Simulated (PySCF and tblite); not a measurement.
The numbers below are computed, except where a source is named.
C8H11F3, numbered as in [F:1][C:2]([F:3])([F:4])[C:5]1=[CH:6][CH2:7][CH2:8][CH2:9][CH2:10][CH2:11]1. Conformers came from 60 starts (ETKDG, MMFF94s, GFN2-xTB); geometries are GFN2-xTB. Energies: PBE0-D3(BJ)/6-31G*, with GFN2-xTB thermal terms (modes under about 100 cm⁻¹ blended into free rotors). Symmetry numbers and mirror images are counted. Conformers within 2.5 kcal/mol (GFN2-xTB free energy) were kept, 4 at most. GIAO shieldings: KT2/6-31G*. Shifts are against CFCl3 (¹⁹F) at the same level. Run with PySCF (density fitting) and tblite.

The 7-ring runs over atoms 5–6–7–8–9–10–11. Of a mirror pair one member is shown.

```json
{"conformer": "1", "shape": "7-ring puckered (ring torsions 62, -79, 67, -67, 77, -62, 0°)", "point group": "C1", "mirror pair": "yes", "ΔE(DFT)": "0.00", "Δ(G−E) at 298.15 K": "0.00", "δ F1/F3/F4 (ppm)": "-115.6"}
{"conformer": "2", "shape": "7-ring puckered (ring torsions 30, -81, 45, 44, -82, 32, 5°)", "point group": "C1", "mirror pair": "yes", "ΔE(DFT)": "1.24", "Δ(G−E) at 298.15 K": "0.02", "δ F1/F3/F4 (ppm)": "-115.4"}
```

Energies in kcal/mol; the thermal term leaves out symmetry numbers and mirror images.

**Question.** Work out the weights at 298.15 K and the ¹⁹F shift of F1/F3/F4 under fast exchange.

**Answer.** RT = 0.592 kcal/mol. Each conformer gets RT ln(σ/g), with σ the rotational symmetry number and g = 2 for a mirror pair: 1: σ = 1, g = 2, G = 0.00 + 0.00 − 0.41 = -0.41, 0.00 above the lowest, exp(−ΔG/RT) = 1.000; 2: σ = 1, g = 2, G = 1.24 + 0.02 − 0.41 = 0.84, 1.26 above the lowest, exp(−ΔG/RT) = 0.120. The sum is 1.120, so the weights are 89.3, 10.7 %. The averaged shift is -115.6 ppm. At 298.15 K the leading conformer alone gives -115.6 ppm and bare DFT energies give -115.6 ppm.

Unscaled ¹⁹F shifts at such levels can be off by tens of ppm; differences between conformers or isomers are more reliable.


Conformer gaps in 6-31G* on xTB geometries can be 2 kcal/mol off for S=O, P=O and other polar bonds.